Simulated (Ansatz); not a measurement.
A set of 12 reactions (isomerisation), with CCSD(T)/CBS values in kJ/mol:

| reaction | ΔE |
| --- | --- |
| `O=C[O][SnH3]` → `C[O][Sn][OH]` | -121.5 |
| `B[C](=C)[AlH][CH3]` → `[BH2][Al]1[CH2][CH]1C` | 153.5 |
| `C[SiH2][AlH][O][SiH3]` → `[SiH3]C[O][AlH][SiH3]` | 220.5 |
| `CSSCF` → `CC(F)(S)S` | 13.6 |
| `F[SiH]1NCO1` → `NC(=O)[SiH2]F` | 99.5 |
| `C=C[SiH2]O` → `C[SiH2]C=O` | 121.7 |
| `[CH2]1[CH2][GeH2]1` → `C=[CH][GeH3]` | -34.8 |
| `OCBO[SiH3]` → `C[SiH](O)BO` | -75.9 |
| `N[SiH2]N[SiH2]Cl` → `N[SiH](Cl)N[SiH3]` | -5.8 |
| `c1ccccc1` → `C12C3C1C1C2C31` | 483.0 |
| `B[SiH2]C(=N)O` → `C[SiH]1NB1O` | -346.9 |
| `F/C=[CH]/[AlH2]` → `F[CH]1[CH2][AlH]1` | 116.9 |

Isolated molecules relaxed with PBE0-D4/def2-TZVP in Ansatz; ΔE leaves out vibrations. CCSD(T)/CBS adds triple-zeta CCSD(T) − MP2 to the extrapolated MP2 energy (def2 sets, frozen cores). DFT in def2-TZVPP. B3LYP here is the variant with VWN-RPA as its local correlation; programs differ in this. Elements past krypton have def2 core potentials. For Ge, Sn outer-core shells are correlated without core-valence functions, which leaves a few kJ/mol of doubt a bond. Scalar relativity is left out up to krypton. One conformer a species, not always the lowest.

(1) Give the mean, mean absolute and largest difference (level minus CCSD(T)/CBS, kJ/mol) for: PBE-D4, r2SCAN-D4, PBE0-D4, B3LYP-D4, ωB97X-V, ωB97M-V, PBE0, CCSD/def2-TZVPP, CCSD(T)/def2-TZVPP, HF/def2-QZVPP, MP2/def2-QZVPP, HF/CBS(def2), MP2/CBS(def2), CCSD/CBS(def2). (Best estimate.)

The largest T1 diagnostic in the set is 0.020, for `[BH2][Al]1[CH2][CH]1C` (customary mark 0.02).

CCSD(T)/CBS is a level of theory with its own doubt, and the functionals carry their triple-zeta basis error, so these figures describe this set and don't rank the functionals.

## Answers

(1) Computed: 
| level | mean | mean absolute | largest |
| --- | --- | --- | --- |
| PBE-D4 | -11.2 | 16.7 | -43.4 |
| r2SCAN-D4 | -2.8 | 10.2 | -26.3 |
| PBE0-D4 | -6.7 | 12.3 | -26.8 |
| B3LYP-D4 | 1.5 | 12.5 | 46.4 |
| ωB97X-V | -2.9 | 9.6 | -36.4 |
| ωB97M-V | -1.7 | 6.1 | -16.6 |
| PBE0 | -6.6 | 12.8 | -28.2 |
| CCSD/def2-TZVPP | 1.9 | 5.7 | 17.9 |
| CCSD(T)/def2-TZVPP | 0.8 | 5.0 | 20.9 |
| HF/def2-QZVPP | 18.9 | 26.4 | 51.9 |
| MP2/def2-QZVPP | -0.3 | 6.0 | -19.7 |
| HF/CBS(def2) | 18.9 | 26.4 | 51.9 |
| MP2/CBS(def2) | -0.7 | 7.7 | -22.1 |
| CCSD/CBS(def2) | 1.0 | 2.8 | 6.1 |
